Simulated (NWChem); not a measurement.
All runs are NWChem calculations. System: C2H4I, charge 0, spin multiplicity 2, at a geometry optimised with UB3LYP/def2-SVP with def2 effective core potentials on I. The structure started from a generated list of species. Its SCF solution wasn't tested for a lower state. Level: UHF/def2-TZVP with def2 effective core potentials on I.

Input file:

```
start mol
memory heap 200 mb stack 900 mb global 1100 mb
geometry units angstroms nocenter noautoz noautosym
  C     -2.429651     0.256033     0.596857
  C     -1.070471     0.855313     0.610949
  I      0.571929    -0.167950    -0.183952
  H     -3.095915     0.827514     1.265369
  H     -2.888671     0.272180    -0.413088
  H     -2.424992    -0.795360     0.928322
  H     -0.901929     1.928928     0.722013
end
basis spherical
  * library def2-tzvp
end
ecp
  I library def2-ecp
end
scf
  uhf
  nopen 1
  maxiter 100
  thresh 1e-7
  semidirect memsize 60000000 filesize 0
  # guess.movecs holds the orbitals of an unrestricted PBE0 run
  vectors input guess.movecs output mol.movecs
end
task scf energy
```

Output (cleaned and shortened):

```
             Northwest Computational Chemistry Package (NWChem) 7.3.0
             --------------------------------------------------------

                                NWChem Input Module
                                -------------------

 Scaling coordinates for geometry "geometry" by  1.889725989
 (inverse scale =  0.529177249)

                             Geometry "geometry" -> ""
                             -------------------------

 Output coordinates in angstroms (scale by  1.889725989 to convert to a.u.)

  No.       Tag          Charge          X              Y              Z
 ---- ---------------- ---------- -------------- -------------- --------------
    1 C                    6.0000    -2.42965100     0.25603300     0.59685700
    2 C                    6.0000    -1.07047100     0.85531300     0.61094900
    3 I                   53.0000     0.57192900    -0.16795000    -0.18395200
    4 H                    1.0000    -3.09591500     0.82751400     1.26536900
    5 H                    1.0000    -2.88867100     0.27218000    -0.41308800
    6 H                    1.0000    -2.42499200    -0.79536000     0.92832200
    7 H                    1.0000    -0.90192900     1.92892800     0.72201300

 Effective nuclear repulsion energy (a.u.)     199.6765279940

            Nuclear Dipole moment (a.u.)
            ----------------------------
        X                 Y               Z
 ---------------- ---------------- ----------------
    -0.0000037795    -0.0000226767    -0.0000075589


 Summary of "ao basis" -> "" (spherical)
 ------------------------------------------------------------------------------
       Tag                 Description            Shells   Functions and Types
 ---------------- ------------------------------  ------  ---------------------
 *                         def2-tzvp                  on all atoms

 Summary of "ao basis" -> "ao basis" (spherical)
 ------------------------------------------------------------------------------
       Tag                 Description            Shells   Functions and Types
 ---------------- ------------------------------  ------  ---------------------
 C                         def2-tzvp                11       31   5s3p2d1f
 I                         def2-tzvp                16       50   6s5p3d2f
 H                         def2-tzvp                 4        6   3s1p

                                 NWChem SCF Module
                                 -----------------

  ao basis        = "ao basis"
  functions       =   136
  atoms           =     7
  alpha electrons =    21
  beta  electrons =    20
  charge          =   0.00
  wavefunction    = UHF
  use symmetry    = F
  symmetry adapt  = F

 Summary of "ao basis" -> "ao basis" (spherical)
 ------------------------------------------------------------------------------
       Tag                 Description            Shells   Functions and Types
 ---------------- ------------------------------  ------  ---------------------
 C                         def2-tzvp                11       31   5s3p2d1f
 I                         def2-tzvp                16       50   6s5p3d2f
 H                         def2-tzvp                 4        6   3s1p

 Forming initial guess at       0.1s

 Starting SCF solution at       0.1s

 ----------------------------------------------
         Quadratically convergent UHF

 Convergence threshold     :          1.000E-07
 Maximum no. of iterations :          100
 Integral*density screening:          1.000E-09
 ----------------------------------------------

              iter       energy          gnorm     gmax       time
             ----- ------------------- --------- --------- --------
                 1     -374.6891738773  4.63D-01  6.83D-02      5.1
                 2     -374.7067085061  3.66D-02  1.26D-02      6.6
                 3     -374.7073728985  1.12D-03  3.02D-04     10.1
                 4     -374.7073733998  1.21D-06  4.88D-07     15.2
                 5     -374.7073733998  4.34D-09  1.62D-09     19.9

       Final UHF  results
       ------------------

         Total SCF energy =   -374.707373399817
      One electron energy =   -842.706190484196
      Two electron energy =    357.098746066354
 Nuclear repulsion energy =    110.900071018026

                       Sz =      0.5000
                 Sz(Sz+1) =      0.7500
                      S^2 =      0.7772

        Time for solution =     19.7s

          Final alpha eigenvalues
          -----------------------

              1
    1  -11.2942
    2  -11.2428
    3   -7.7321
    4   -5.5849
    5   -5.5784
    6   -5.5775
    7   -2.2819
    8   -2.2780
    9   -2.2770
   10   -2.2686
   11   -2.2686
   12   -1.0645
   13   -0.9132
   14   -0.8007
   15   -0.6176
   16   -0.5995
   17   -0.5649
   18   -0.4708
   19   -0.4328
   20   -0.3667
   21   -0.3290
   22    0.0948
   23    0.1455
   24    0.1762
   25    0.2159
   26    0.2183
   27    0.2461
   28    0.2740
   29    0.2802
   30    0.2969
   31    0.3089

          Final beta eigenvalues
          ----------------------

              1
    1  -11.2666
    2  -11.2459
    3   -7.7324
    4   -5.5871
    5   -5.5775
    6   -5.5771
    7   -2.2827
    8   -2.2781
    9   -2.2780
   10   -2.2680
   11   -2.2680
   12   -1.0234
   13   -0.9058
   14   -0.7563
   15   -0.6037
   16   -0.5655
   17   -0.5539
   18   -0.4537
   19   -0.3741
   20   -0.3672
   21    0.0997
   22    0.1168
   23    0.1480
   24    0.1814
   25    0.2174
   26    0.2206
   27    0.2509
   28    0.2766
   29    0.2832
   30    0.2999
[...]
    79      0.463780  3 I  py                73     -0.371870  3 I  py
    78      0.313841  3 I  px                76      0.291703  3 I  py
    72     -0.250120  3 I  px                82      0.233333  3 I  py
    75      0.195609  3 I  px                81      0.157265  3 I  px

 Vector   21  Occ=1.000000D+00  E=-3.290280D-01
              MO Center= -8.0D-02,  1.4D-01,  8.0D-02, r^2= 3.3D+00
   Bfn.  Coefficient  Atom+Function         Bfn.  Coefficient  Atom+Function
  ----- ------------  ---------------      ----- ------------  ---------------
    80      0.445931  3 I  pz                74     -0.347485  3 I  pz
    42     -0.281512  2 C  pz                77      0.273751  3 I  pz
    39     -0.267626  2 C  pz                83      0.262481  3 I  pz
    45     -0.223174  2 C  pz

 Vector   22  Occ=0.000000D+00  E= 9.476443D-02
              MO Center=  4.3D-01, -3.5D-02, -1.2D-01, r^2= 5.4D+00
   Bfn.  Coefficient  Atom+Function         Bfn.  Coefficient  Atom+Function
  ----- ------------  ---------------      ----- ------------  ---------------
    36      1.446583  2 C  s                 68     -0.896092  3 I  s
    81      0.847612  3 I  px               133     -0.672724  7 H  s
    82     -0.574361  3 I  py                43      0.473720  2 C  px
     5      0.387568  1 C  s                 83     -0.381766  3 I  pz
    45     -0.291503  2 C  pz               127     -0.292917  6 H  s

 Vector   23  Occ=0.000000D+00  E= 1.455047D-01
              MO Center= -2.8D+00,  3.7D-01,  5.9D-01, r^2= 6.9D+00
   Bfn.  Coefficient  Atom+Function         Bfn.  Coefficient  Atom+Function
  ----- ------------  ---------------      ----- ------------  ---------------
     5      7.282016  1 C  s                 36     -2.369813  2 C  s
   115     -2.287235  4 H  s                121     -2.186244  5 H  s
   127     -2.024650  6 H  s                 44      0.980985  2 C  py
    43      0.825098  2 C  px               133     -0.782175  7 H  s
     4     -0.681914  1 C  s                 68      0.397597  3 I  s

 Vector   24  Occ=0.000000D+00  E= 1.761967D-01
              MO Center= -1.1D+00,  1.5D+00,  6.2D-01, r^2= 7.5D+00
   Bfn.  Coefficient  Atom+Function         Bfn.  Coefficient  Atom+Function
  ----- ------------  ---------------      ----- ------------  ---------------
   133      3.100573  7 H  s                 36     -2.482340  2 C  s
     5      1.706046  1 C  s                 44     -1.488780  2 C  py
   127     -1.059382  6 H  s                121     -1.032882  5 H  s
   115      0.660684  4 H  s                 14     -0.574286  1 C  pz
    81      0.576861  3 I  px               132     -0.388282  7 H  s

                     UHF Final Beta Molecular Orbital Analysis
                     -----------------------------------------

 Vector   18  Occ=1.000000D+00  E=-4.537169D-01
              MO Center= -3.6D-01,  2.2D-01,  2.0D-01, r^2= 3.6D+00
   Bfn.  Coefficient  Atom+Function         Bfn.  Coefficient  Atom+Function
  ----- ------------  ---------------      ----- ------------  ---------------
    78      0.310952  3 I  px                72     -0.271426  3 I  px
    75      0.209072  3 I  px                79     -0.187224  3 I  py
    73      0.165440  3 I  py                80     -0.158081  3 I  pz
    40     -0.155372  2 C  px                37     -0.151543  2 C  px

 Vector   19  Occ=1.000000D+00  E=-3.741238D-01
              MO Center=  4.6D-01, -1.1D-01, -1.4D-01, r^2= 2.2D+00
   Bfn.  Coefficient  Atom+Function         Bfn.  Coefficient  Atom+Function
  ----- ------------  ---------------      ----- ------------  ---------------
    80      0.501249  3 I  pz                74     -0.402805  3 I  pz
    77      0.313673  3 I  pz                83      0.239289  3 I  pz
    78      0.163796  3 I  px                79     -0.159168  3 I  py

 Vector   20  Occ=1.000000D+00  E=-3.672011D-01
              MO Center=  5.0D-01, -1.3D-01, -1.6D-01, r^2= 2.3D+00
   Bfn.  Coefficient  Atom+Function         Bfn.  Coefficient  Atom+Function
  ----- ------------  ---------------      ----- ------------  ---------------
    79      0.466215  3 I  py                73     -0.373592  3 I  py
    78      0.310763  3 I  px                76      0.293106  3 I  py
    72     -0.247405  3 I  px                82      0.231198  3 I  py
    75      0.193432  3 I  px                81      0.153720  3 I  px

 Vector   21  Occ=0.000000D+00  E= 9.970918D-02
              MO Center= -8.6D-01,  6.1D-01,  4.9D-01, r^2= 3.7D+00
   Bfn.  Coefficient  Atom+Function         Bfn.  Coefficient  Atom+Function
  ----- ------------  ---------------      ----- ------------  ---------------
    45      0.640801  2 C  pz                36      0.484868  2 C  s
   121      0.447196  5 H  s                 83     -0.369734  3 I  pz
    43      0.315857  2 C  px               127     -0.279666  6 H  s
   133     -0.259956  7 H  s                 39      0.231446  2 C  pz
    68     -0.201734  3 I  s                 42      0.152176  2 C  pz

 Vector   22  Occ=0.000000D+00  E= 1.167939D-01
              MO Center=  2.2D-01,  5.1D-02,  1.6D-02, r^2= 6.2D+00
   Bfn.  Coefficient  Atom+Function         Bfn.  Coefficient  Atom+Function
  ----- ------------  ---------------      ----- ------------  ---------------
    36      1.260957  2 C  s                  5      1.195283  1 C  s
    68     -0.934203  3 I  s                 81      0.880580  3 I  px
   133     -0.769874  7 H  s                 82     -0.612389  3 I  py
    43      0.590538  2 C  px               121     -0.541071  5 H  s
   127     -0.504515  6 H  s                 45     -0.448813  2 C  pz

 Vector   23  Occ=0.000000D+00  E= 1.480306D-01
              MO Center= -2.7D+00,  3.2D-01,  5.9D-01, r^2= 7.5D+00
   Bfn.  Coefficient  Atom+Function         Bfn.  Coefficient  Atom+Function
  ----- ------------  ---------------      ----- ------------  ---------------
     5      7.179917  1 C  s                 36     -2.460478  2 C  s
   115     -2.345010  4 H  s                121     -2.083604  5 H  s
   127     -2.021213  6 H  s                 44      0.961050  2 C  py
    43      0.751689  2 C  px               133     -0.686733  7 H  s
     4     -0.673206  1 C  s                 68      0.496851  3 I  s

 center of mass
 --------------
 x =   0.25848437 y =  -0.06984131 z =  -0.07718008

 moments of inertia (a.u.)
 ------------------
         121.611388427387         117.995242267538         155.005031366514
         117.995242267538         585.601384241991         -47.825751188330
         155.005031366514         -47.825751188330         593.158706245899

  Mulliken analysis of the total density
  --------------------------------------

    Atom       Charge   Shell Charges
 -----------   ------   -------------------------------------------------------
    1 C    6     6.29   0.85  1.12  0.47  0.68  0.06  1.25  1.41  0.35  0.02  0.06  0.00
    2 C    6     6.19   0.85  1.12  0.48  0.72  0.11  1.15  1.37  0.29  0.01  0.08  0.01
    3 I   25    25.02   0.19 -0.77  1.58  1.01  1.09  0.82 -0.49  6.45  1.34  2.74  1.01  9.23  0.77  0.06  0.01  0.00
    4 H    1     0.88   0.26  0.49  0.11  0.02
    5 H    1     0.88   0.26  0.49  0.11  0.02
    6 H    1     0.87   0.26  0.49  0.10  0.02
    7 H    1     0.85   0.26  0.48  0.08  0.02

  Mulliken analysis of the alpha density
  --------------------------------------

    Atom       Charge   Shell Charges
 -----------   ------   -------------------------------------------------------
    1 C    6     3.07   0.43  0.56  0.23  0.33  0.03  0.61  0.67  0.16  0.01  0.04  0.00
    2 C    6     3.69   0.43  0.56  0.27  0.39  0.06  0.78  0.94  0.22  0.01  0.04  0.00
    3 I   25    12.48   0.09 -0.38  0.79  0.50  0.54  0.41 -0.24  3.22  0.66  1.34  0.50  4.62  0.38  0.03  0.01  0.00
    4 H    1     0.45   0.13  0.25  0.06  0.01
    5 H    1     0.48   0.14  0.26  0.06  0.01
    6 H    1     0.45   0.13  0.25  0.05  0.01
    7 H    1     0.39   0.12  0.22  0.03  0.02

   Mulliken analysis of the beta density
   -------------------------------------

    Atom       Charge   Shell Charges
 -----------   ------   -------------------------------------------------------
    1 C    6     3.22   0.43  0.56  0.24  0.35  0.03  0.64  0.74  0.19  0.01  0.02  0.00
    2 C    6     2.50   0.43  0.56  0.22  0.33  0.04  0.37  0.43  0.08  0.01  0.04  0.00
    3 I   25    12.55   0.09 -0.38  0.79  0.50  0.54  0.41 -0.25  3.22  0.68  1.40  0.51  4.61  0.38  0.02  0.00  0.00
    4 H    1     0.43   0.13  0.24  0.05  0.01
    5 H    1     0.41   0.12  0.22  0.05  0.01
    6 H    1     0.42   0.13  0.24  0.05  0.01
    7 H    1     0.46   0.14  0.27  0.05  0.01

   Mulliken analysis of the spin density
   -------------------------------------

    Atom       Charge   Shell Charges
 -----------   ------   -------------------------------------------------------
    1 C    6    -0.15  -0.00  0.00 -0.01 -0.03 -0.00 -0.04 -0.07 -0.03  0.00  0.02  0.00
    2 C    6     1.19   0.00 -0.00  0.05  0.07  0.02  0.41  0.51  0.14 -0.00  0.00 -0.00
    3 I   25    -0.07   0.00 -0.00  0.00  0.00  0.00 -0.00  0.00 -0.00 -0.02 -0.06 -0.01  0.00  0.00  0.01  0.00  0.00
    4 H    1     0.01   0.00  0.01  0.00 -0.00
    5 H    1     0.07   0.02  0.04  0.02 -0.00
    6 H    1     0.03   0.01  0.01  0.00 -0.00
    7 H    1    -0.08  -0.01 -0.05 -0.02  0.01

       Multipole analysis of the density wrt the origin
       ------------------------------------------------

     L   x y z        total         alpha         beta         nuclear
     -   - - -        -----         -----         ----         -------
     0   0 0 0      0.000000    -21.000000    -20.000000     41.000000

     1   1 0 0     -0.609933     15.872637     13.779528    -30.262098
     1   0 1 0      0.278484     -5.031521     -3.576598      8.886603
     1   0 0 1      0.155020     -5.422757     -4.155544      9.733321

     2   2 0 0    -27.707514   -150.856346   -145.021722    268.170554
     2   1 1 0     -1.269649     27.244708     24.289201    -52.803558
     2   1 0 1     -1.106963     37.799072     35.663890    -74.569925
     2   0 2 0    -29.161429    -34.948121    -32.066880     37.853573
     2   0 1 1      0.697243    -11.948899    -10.257278     22.903421
     2   0 0 2    -30.805177    -32.354628    -28.368301     29.917752

 Task  times  cpu:       19.9s     wall:       19.9s

 Total times  cpu:       20.0s     wall:       20.0s
```
